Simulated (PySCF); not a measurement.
Spin–spin coupling constants

Geometry:
```tsv
atom	x (Å)	y (Å)	z (Å)
C1	2.366	0.252	0.307
C2	1.638	-0.648	-0.728
O3	2.373	-1.291	-1.537
C4	0.276	-0.690	-0.688
C5	-0.630	0.067	0.235
C6	-1.708	-0.853	0.827
C7	-1.319	1.245	-0.479
H8	2.182	-0.091	1.327
H9	2.042	1.291	0.226
H10	3.437	0.204	0.113
H11	-0.230	-1.303	-1.427
H12	-0.053	0.480	1.070
H13	-1.241	-1.665	1.381
H14	-2.309	-1.288	0.029
H15	-2.375	-0.309	1.502
H16	-0.568	1.927	-0.873
H17	-1.975	1.800	0.198
H18	-1.914	0.879	-1.315
```

Total charge -1.

Method: B3LYP/pcJ-1 (without the spin–dipole term)//GFN2-xTB, PySCF 2.14.0 with density-fitted response routines; isolated molecule, single conformer, non-relativistic. Couplings are averaged over pairs made equivalent by symmetry, fast rotation or ring inversion, so a value needn't be that of the named pair in this geometry, while other rotamers aren't included; one pair stands for each set, and the list holds a selection of those of at least 1.5 Hz over up to four bonds, among pairs with at least one C or H atom (others weren't computed).

Isotopes: ¹³C, ¹H, ¹⁷O. Couplings to quadrupolar nuclei such as 17O and 33S are rarely resolved in practice.

```json
{"pair": "C1, C2", "bonds": "1", "J (Hz)": "?"}
{"pair": "C1, H8", "bonds": "1", "J (Hz)": "?"}
{"pair": "C2, O3", "bonds": "1", "J (Hz)": "?"}
{"pair": "C2, C4", "bonds": "1", "J (Hz)": "93.0"}
{"pair": "C4, C5", "bonds": "1", "J (Hz)": "48.4"}
{"pair": "C4, H11", "bonds": "1", "J (Hz)": "?"}
{"pair": "C5, C6", "bonds": "1", "J (Hz)": "34.2"}
{"pair": "C5, H12", "bonds": "1", "J (Hz)": "127.6"}
{"pair": "C6, H13", "bonds": "1", "J (Hz)": "?"}
{"pair": "C1, O3", "bonds": "2", "J (Hz)": "-6.3"}
{"pair": "C1, C4", "bonds": "2", "J (Hz)": "22.9"}
{"pair": "C2, H8", "bonds": "2", "J (Hz)": "?"}
{"pair": "C4, H12", "bonds": "2", "J (Hz)": "-3.6"}
{"pair": "C5, H11", "bonds": "2", "J (Hz)": "5.4"}
{"pair": "C5, H13", "bonds": "2", "J (Hz)": "-3.3"}
{"pair": "C6, C7", "bonds": "2", "J (Hz)": "6.9"}
{"pair": "C6, H12", "bonds": "2", "J (Hz)": "-1.8"}
{"pair": "H8, H9", "bonds": "2", "J (Hz)": "-12.5"}
{"pair": "H13, H14", "bonds": "2", "J (Hz)": "-11.6"}
{"pair": "C1, H11", "bonds": "3", "J (Hz)": "5.6"}
{"pair": "C2, C6", "bonds": "3", "J (Hz)": "?"}
{"pair": "C4, H13", "bonds": "3", "J (Hz)": "4.1"}
{"pair": "C6, H11", "bonds": "3", "J (Hz)": "?"}
{"pair": "C6, H16", "bonds": "3", "J (Hz)": "5.0"}
{"pair": "H11, H12", "bonds": "3", "J (Hz)": "9.0"}
{"pair": "H12, H13", "bonds": "3", "J (Hz)": "6.7"}
```

Question: Estimate the withheld couplings, with signs.

Answer: 
- ¹J(C1,C2) = 35.1 Hz (bond length 1.552 Å)
- ¹J(C1,H8) = 127.0 Hz (mean over equivalent pairs that range from 123.5 to 133.9 Hz in this conformer)
- ¹J(C2,O3) = 31.5 Hz (bond length 1.268 Å)
- ¹J(C4,H11) = 151.5 Hz (bond length 1.085 Å, sp2 carbon)
- ¹J(C6,H13) = 128.1 Hz (mean over equivalent pairs that range from 116.7 to 135.1 Hz in this conformer)
- ²J(C2,H8) = -4.1 Hz (mean over equivalent pairs that range from -5.2 to -3.4 Hz in this conformer)
- ³J(C2,C6) = 2.1 Hz (mean over equivalent pairs that range from 0.9 to 3.3 Hz in this conformer)
- ³J(C6,H11) = 3.1 Hz (mean over equivalent pairs that range from 1.1 to 5.1 Hz in this conformer)
